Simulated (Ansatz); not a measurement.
C2H6AlI, SMILES `[AlH2][CH2]CI`, relaxed with RKS PBE-D4/def2-SVP in the Gaussian-basis code of Ansatz from a rough embedded geometry. The force threshold is 0.03 eV/Å; the program also tests the step.

The species carries charge 0 and has multiplicity 1. I: def2 effective core potential.

Start:

```xyz
10

Al   -1.533   -0.673    0.398
C     0.379   -0.485    0.022
C     0.743    0.974   -0.139
I     2.841    1.231   -0.416
H    -2.586    0.106   -0.595
H    -2.109   -2.163    0.792
H     0.934   -0.925    0.895
H     0.616   -0.998   -0.880
H     0.202    1.416   -0.922
H     0.512    1.517    0.845
```

```csv
step,energy (eV),largest force (eV/Å),largest move (Å)
1,-16857.7695,2.496,0.000
2,-16858.2793,0.919,0.195
3,-16858.3362,0.162,0.088
4,-16858.3394,0.141,0.043
5,-16858.3443,0.029,0.123
6,-16858.3456,0.103,0.128
7,-16858.3466,0.071,0.011
8,-16858.3475,0.040,0.051
9,-16858.3484,0.027,0.063
10 (rejected),-16858.3484,0.077,0.111
11,-16858.3490,0.021,0.053
12,-16858.3493,0.043,0.084
13,-16858.3494,0.022,0.007
```

End:

```xyz
10

Al   -1.598   -0.825    0.196
C     0.355   -0.477    0.072
C     0.729    0.960   -0.182
I     2.920    1.309   -0.351
H    -2.661    0.357   -0.022
H    -2.081   -2.320    0.515
H     0.818   -0.863    1.009
H     0.739   -1.146   -0.733
H     0.342    1.359   -1.139
H     0.436    1.647    0.634
```

Run time 16 s (4 threads of an Arm Neoverse V1 on a shared host); peak host memory 0.15 GiB.
